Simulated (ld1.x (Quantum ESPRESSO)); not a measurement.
**gallium, TM: configuration errors across variants**

| Quantity | Value |
| --- | --- |
| Element | gallium (Ga) |
| Generator | ld1.x (Quantum ESPRESSO) 7.5 |
| Type | norm-conserving Troullier–Martins (Kleinman–Bylander form) |
| Functional | PBE |
| Relativity | scalar-relativistic |
| Frozen core | [Ar] 3d10 |
| Valence charge | 3 |
| Reference configuration | 4s2 4p1 |
| Partial waves | 4s (bound): rc 1.80 bohr; 4p (bound): rc 2.25 bohr |
| Local potential | all-electron potential smoothed inside 2.20 bohr (lloc = -1) |
| Core correction | a·sin(br)/r model core, default radius (core density twice the valence density) |

All-electron excitation energies from the reference (eV): (1) 4s2 4p0 5.688; (2) 4s1 4p0 26.816; (3) 4s2 4p0.5 2.030; (4) 4s1 4p2 6.538; (5) 4s2 4p1.3 -0.534; (6) 4s1 4p1 13.060; (7) 4s0 4p3 13.371.

The default core radius of the base comes out at 1.55 bohr.

2 further variants failed, have other tests or too few solved ones, and are left out.

Errors AE − PS in meV (a dash: test not solved or not reliable):

| change | (1) | (2) | (3) | (4) | (5) | (6) | (7) | bound ghosts |
| --- | --- | --- | --- | --- | --- | --- | --- | --- |
| base | -12 | -174 | -1.8 | -17 | -0.1 | -47 | -65 | none |
| wave 4s (bound): rc 1.80 bohr becomes 4s (bound): rc 2.36 bohr | -11 | -178 | -1.6 | -27 | -0.1 | -56 | -112 | none |
| local potential all-electron potential smoothed inside 2.60 bohr (lloc = -1) | -12 | -181 | -1.9 | -18 | -0.1 | -50 | -67 | none |
| wave 4p (bound): rc 2.25 bohr becomes 4p (bound): rc 2.66 bohr | -12 | -179 | -1.8 | -14 | -0.1 | -45 | -53 | none |
| type RRKJ; local potential the s channel; rho0 0.001 | -11 | -171 | -1.8 | -21 | -0.1 | -52 | -84 | none |
| local potential all-electron potential smoothed inside 1.55 bohr (lloc = -1) | -11 | -163 | -1.6 | -16 | -0.1 | -44 | -63 | none |
| core correction a·sin(br)/r model core inside 2.12 bohr | -13 | -162 | -2.0 | -8.6 | -0.1 | -41 | -26 | none |

(1) Give the same row for: all radii but the core radius scaled by about 1.22 (s 2.20, p 2.76 bohr); local potential all-electron potential smoothed inside 2.68 bohr (lloc = -1).

## Answers

(1) -13, -192, -2.0, -19, -0.1, -52, -71; bound ghosts: none.
